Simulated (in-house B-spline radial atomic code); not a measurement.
Successive ionisation energies of thulium; each step leads to the configuration of the next row (after the last: [Kr] 4d10 4f5/2(6) 4f7/2(5) 5s2 5p1/2(2)). Dirac energy differences include first-order Breit, QED and recoil terms. NIST's values go from ground level to ground level; the uncertainty of those that are theory runs from under 0.1 % in few-electron ions to several per cent in heavy many-electron ones. Computed with an all-electron radial atomic-structure program (B-spline basis): Dirac-Hartree-Fock, jj configuration that fills j = l - 1/2 first, finite nuclei.

A number in brackets counts the electrons of a j subshell.

```json
{"ion": "Tm", "configuration": "[Xe] 4f5/2(6) 4f7/2(7) 6s2", "ionisation energy (eV)": "5.08", "tabulated value (eV)": "6.184402", "computed minus tabulated (eV)": "-1.10", "highest orbital": "6s1/2", "largest mean radius (bohr)": "4.2784"}
{"ion": "Tm+", "configuration": "[Xe] 4f5/2(6) 4f7/2(7) 6s1", "ionisation energy (eV)": "11.14", "tabulated value (eV)": "12.065", "computed minus tabulated (eV)": "-0.92", "highest orbital": "6s1/2", "largest mean radius (bohr)": "3.8048"}
{"ion": "Tm2+", "configuration": "[Xe] 4f5/2(6) 4f7/2(7)", "ionisation energy (eV)": "20.31", "tabulated value (eV)": "23.66", "computed minus tabulated (eV)": "-3.35", "highest orbital": "4f7/2", "largest mean radius (bohr)": "1.5138"}
{"ion": "Tm3+", "configuration": "[Xe] 4f5/2(6) 4f7/2(6)", "ionisation energy (eV)": "?", "tabulated value (eV)": "?", "computed minus tabulated (eV)": "?", "highest orbital": "?", "largest mean radius (bohr)": "?"}
{"ion": "Tm4+", "configuration": "[Xe] 4f5/2(6) 4f7/2(5)", "ionisation energy (eV)": "?", "tabulated value (eV)": "-", "computed minus tabulated (eV)": "-", "highest orbital": "?", "largest mean radius (bohr)": "?"}
{"ion": "Tm5+", "configuration": "[Kr] 4d10 4f5/2(6) 4f7/2(5) 5s2 5p1/2(2) 5p3/2(3)", "ionisation energy (eV)": "92.38", "tabulated value (eV)": "98", "computed minus tabulated (eV)": "-5.62", "highest orbital": "4f7/2", "largest mean radius (bohr)": "1.3675"}
{"ion": "Tm6+", "configuration": "[Kr] 4d10 4f5/2(6) 4f7/2(5) 5s2 5p1/2(2) 5p3/2(2)", "ionisation energy (eV)": "108.60", "tabulated value (eV)": "116", "computed minus tabulated (eV)": "-7.40", "highest orbital": "4f7/2", "largest mean radius (bohr)": "1.3394"}
{"ion": "Tm7+", "configuration": "[Kr] 4d10 4f5/2(6) 4f7/2(5) 5s2 5p1/2(2) 5p3/2(1)", "ionisation energy (eV)": "125.34", "tabulated value (eV)": "133", "computed minus tabulated (eV)": "-7.66", "highest orbital": "4f7/2", "largest mean radius (bohr)": "1.3135"}
```

Q: Fill in the row of Tm3+.

A: ionisation energy (eV): 40.58; tabulated value (eV): 42.41; computed minus tabulated (eV): -1.83; highest orbital: 4f7/2; largest mean radius (bohr): 1.4537.

Q: Fill in the row of Tm4+.

A: ionisation energy (eV): 76.68; highest orbital: 4f7/2; largest mean radius (bohr): 1.3988.

Q: Where is the largest jump?

A: From Tm to Tm+, by a factor of 2.19 (5.0849 to 11.143 eV); the highest orbital goes from 6s1/2 to 6s1/2.

Q: How far is this level of theory from the measured and semi-empirical values?

A: Over those 4 rows the differences run from -3.35 to -0.922 eV (mean absolute value 1.8 eV). The calculation leaves out correlation and, in open shells, the multiplet splittings that an average leaves out.
